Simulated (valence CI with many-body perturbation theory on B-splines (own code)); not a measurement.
# E1 transitions of Cs48+

Calculated by valence CI with perturbative core correlation (CI+MBPT): five valence electrons over a frozen Dirac-Fock core [He], a basis of 9 s, 9 p, 8 d, 6 f, 3 g, 1 h functions for each j, with the one-electron correlation potential Σ1, the two-electron term Σ2, the three-electron term Σ3, Breit, model QED; selected CI, second order for the rest (own B-spline code, finite nucleus).

No measured spectrum was set against this ion. As an estimate, large intervals hold to a few tenths of a per cent, small ones and those within an open d or f shell to about a per cent. Among the levels kept, up to 1200 cm⁻¹ of a level comes from second order outside the variational space, and about a tenth of that is noise between levels of different J, which matters for small intervals.

Lines 51 to 100 of 263 in falling wavelength, among levels below 5607.5 eV, chosen from the strongest by gf and those to the six lowest levels. Wavelengths and rates use the calculated energies. Electric multipoles are in the length gauge, E1 and E2 with the static RPA response of the core. Weak lines are less certain than strong ones. Lines between different terms over intervals too small for the method are left out, as are lines whose strength nearly cancels. The highest levels of a list are the least certain.

Levels are named by their leading jj configuration (3d3/2^4 stands for four electrons in 3d with j = 3/2), which in mixed levels can hold well under half, so a name can repeat and another be missing. Letters in brackets count levels of one name in rising energy.

```csv
λ vac (Å),Upper,Lower,A (s⁻¹),log gf,Branch %
68.56,(2s 2p1/2^2 2p3/2 3d3/2) J=3/2,(2s 2p1/2^2 2p3/2 3p1/2) J=3/2 [a],4.80e+10,-0.87,0.1
68.54,(2s^2 2p3/2^3) J=3/2,(2s 2p1/2^2 2p3/2^2) J=5/2,1.29e+08,-3.44,11.8
68.46,(2s 2p1/2^2 2p3/2 3p3/2) J=3/2 [a],(2s 2p1/2^2 2p3/2 3s) J=5/2,2.09e+10,-1.23,0.0
68.34,(2s^2 2p1/2 2p3/2 3d3/2) J=7/2,(2s^2 2p1/2 2p3/2 3p1/2) J=5/2,7.60e+10,-0.37,44.6
68.14,(2s^2 2p1/2^2 3d3/2) J=3/2,(2s^2 2p1/2^2 3p1/2) J=1/2,8.14e+10,-0.64,0.1
68.01,(2s 2p1/2^2 2p3/2 3d3/2) J=3/2,(2s 2p1/2^2 2p3/2 3p1/2) J=5/2,2.01e+10,-1.25,0.0
67.89,(2s 2p1/2^2 2p3/2 3p3/2) J=3/2 [b],(2s 2p1/2^2 2p3/2 3s) J=3/2 [b],5.89e+10,-0.79,0.1
67.88,(2s 2p1/2^2 2p3/2 3d3/2) J=1/2,(2s 2p1/2^2 2p3/2 3p1/2) J=3/2 [a],9.13e+10,-0.90,0.3
67.60,(2s^2 2p1/2 2p3/2 3d3/2) J=3/2 [a],(2s^2 2p1/2 2p3/2 3p1/2) J=1/2,4.00e+10,-0.96,0.0
67.43,(2s 2p1/2^2 2p3/2 3d3/2) J=7/2,(2s 2p1/2^2 2p3/2 3p1/2) J=5/2,4.11e+10,-0.65,2.3
67.25,(2s^2 2p1/2^2 3p3/2) J=3/2,(2s^2 2p1/2^2 3s) J=1/2,1.27e+11,-0.46,22.6
67.20,(2s 2p1/2^2 2p3/2 3p3/2) J=3/2 [a],(2s^2 2p1/2 2p3/2 3p3/2) J=3/2 [b],1.97e+10,-1.27,0.0
67.02,(2s 2p1/2^2 2p3/2 3p3/2) J=3/2 [b],(2s 2p1/2^2 2p3/2 3s) J=1/2,7.32e+10,-0.71,0.1
66.67,(2s^2 2p1/2 2p3/2 3p3/2) J=3/2 [a],(2s^2 2p1/2 2p3/2 3s) J=3/2 [a],2.61e+10,-1.16,4.1
66.13,(2s^2 2p1/2 2p3/2 3d3/2) J=1/2 [a],(2s^2 2p1/2 2p3/2 3p1/2) J=1/2,7.50e+10,-1.01,0.1
65.63,(2s 2p1/2^2 2p3/2 3p3/2) J=1/2 [b],(2s 2p1/2^2 2p3/2 3s) J=1/2,1.29e+11,-0.78,2.6
64.91,(2s 2p1/2^2 2p3/2 3d3/2) J=5/2,(2s^2 2p1/2 2p3/2 3d3/2) J=5/2 [a],1.44e+10,-1.26,0.0
64.33,(2s^2 2p1/2 2p3/2 3p3/2) J=5/2 [b],(2s^2 2p1/2 2p3/2 3s) J=3/2 [b],6.55e+10,-0.61,2.3
63.84,(2s 2p1/2^2 2p3/2 3p3/2) J=5/2 [a],(2s 2p1/2^2 2p3/2 3s) J=5/2,2.33e+10,-1.07,0.0
63.69,(2s^2 2p1/2 2p3/2 3p3/2) J=3/2 [b],(2s^2 2p1/2 2p3/2 3s) J=3/2 [a],2.46e+10,-1.22,0.1
63.33,(2s^2 2p1/2 2p3/2 3d3/2) J=5/2 [b],(2s^2 2p1/2 2p3/2 3p1/2) J=5/2,3.14e+10,-0.95,0.0
62.86,(2s^2 2p1/2 2p3/2 3p3/2) J=5/2 [b],(2s^2 2p1/2 2p3/2 3s) J=5/2,8.32e+10,-0.53,2.9
62.60,(2s 2p1/2^2 2p3/2 3s) J=5/2,(2s^2 2p1/2 2p3/2 3s) J=3/2 [a],7.45e+10,-0.58,0.4
62.14,(2s 2p1/2^2 2p3/2 3s) J=3/2 [a],(2s^2 2p1/2 2p3/2 3s) J=3/2 [b],3.80e+10,-1.06,0.1
61.75,(2s 2p1/2^2 2p3/2 3p3/2) J=1/2 [a],(2s^2 2p1/2 2p3/2 3p3/2) J=3/2 [b],4.45e+10,-1.29,0.0
61.53,(2s^2 2p1/2 2p3/2 3p3/2) J=1/2 [b],(2s^2 2p1/2 2p3/2 3s) J=3/2 [b],1.05e+11,-0.92,1.4
60.96,(2s 2p1/2^2 2p3/2^2) J=5/2,(2s^2 2p1/2 2p3/2^2) J=5/2,8.87e+09,-1.53,3.7
57.98,(2s 2p1/2^2 2p3/2 3s) J=3/2 [a],(2s^2 2p1/2 2p3/2 3s) J=1/2,3.52e+10,-1.15,0.1
57.45,(2s^2 2p1/2 2p3/2 3p3/2) J=1/2 [b],(2s^2 2p1/2 2p3/2 3s) J=1/2,5.75e+10,-1.25,0.8
55.82,(2s 2p1/2^2 2p3/2 3p3/2) J=5/2 [a],(2s^2 2p1/2 2p3/2 3p3/2) J=5/2 [a],3.04e+10,-1.07,0.0
55.47,(2s 2p1/2 2p3/2^3) J=5/2,(2s^2 2p3/2^3) J=3/2,1.77e+10,-1.31,2.2
55.44,(2s 2p1/2^2 2p3/2^2) J=5/2,(2s^2 2p1/2 2p3/2^2) J=3/2,1.76e+10,-1.31,7.2
51.30,(2s 2p1/2^2 2p3/2^2) J=1/2,(2s^2 2p1/2 2p3/2^2) J=1/2,3.50e+10,-1.56,3.7
50.97,(2s 2p1/2^2 2p3/2^2) J=3/2,(2s^2 2p1/2 2p3/2^2) J=1/2,1.09e+08,-3.77,0.0
50.80,(2s 2p1/2^2 2p3/2 3s) J=1/2,(2s^2 2p1/2 2p3/2 3s) J=3/2 [b],8.73e+10,-1.17,0.1
50.30,(2s 2p1/2^2 2p3/2 3p1/2) J=3/2 [b],(2s^2 2p1/2 2p3/2 3p1/2) J=5/2,3.54e+10,-1.27,0.1
50.18,(2s 2p1/2^2 2p3/2 3p3/2) J=5/2 [b],(2s^2 2p1/2 2p3/2 3p3/2) J=7/2,2.19e+10,-1.30,0.0
50.15,(2p1/2^2 2p3/2^3) J=3/2,(2s 2p1/2 2p3/2^3) J=3/2 [b],3.55e+10,-1.27,1.5
45.02,(2s 2p1/2^2 2p3/2^2) J=3/2,(2s^2 2p1/2 2p3/2^2) J=5/2,3.71e+10,-1.35,2.3
42.15,(2s 2p1/2^2 2p3/2^2) J=1/2,(2s^2 2p1/2 2p3/2^2) J=3/2,4.99e+08,-3.58,0.1
41.93,(2s 2p1/2^2 2p3/2^2) J=3/2,(2s^2 2p1/2 2p3/2^2) J=3/2,1.38e+10,-1.84,0.8
41.85,(2p1/2^2 2p3/2^3) J=3/2,(2s 2p1/2 2p3/2^3) J=5/2,1.02e+11,-0.97,4.2
22.85,(2s 2p1/2 2p3/2^3) J=3/2 [a],(2s^2 2p1/2 2p3/2^2) J=1/2,6.67e+09,-2.68,0.8
21.58,(2s 2p1/2^2 2p3/2^2) J=5/2,(2s^2 2p1/2^2 2p3/2) J=3/2,2.16e+11,-1.04,89.1
21.57,(2s 2p1/2 2p3/2^3) J=3/2 [a],(2s^2 2p1/2 2p3/2^2) J=5/2,2.88e+10,-2.09,3.6
20.84,(2s 2p1/2 2p3/2^3) J=3/2 [a],(2s^2 2p1/2 2p3/2^2) J=3/2,7.58e+11,-0.70,93.7
20.81,(2s 2p1/2^2 2p3/2 3d5/2) J=3/2,(2s^2 2p1/2^2 3d3/2) J=3/2,2.51e+11,-1.19,0.2
20.40,(2s 2p1/2 2p3/2^3) J=5/2,(2s^2 2p1/2 2p3/2^2) J=5/2,7.55e+11,-0.55,92.8
20.22,(2s 2p1/2^2 2p3/2 3p3/2) J=5/2 [b],(2s^2 2p1/2^2 3p3/2) J=3/2,8.84e+11,-0.49,1.3
20.21,(2s 2p1/2 2p3/2^3) J=1/2,(2s^2 2p1/2 2p3/2^2) J=1/2,5.56e+11,-1.17,26.1
```

Task: How does gf follow from A for the line at 68.46 Å?

Result: gf = 1.4992 × (2J+1)_upper × A / σ², with σ = 1460715 cm⁻¹ and 2J+1 = 4: gf = 0.0588.
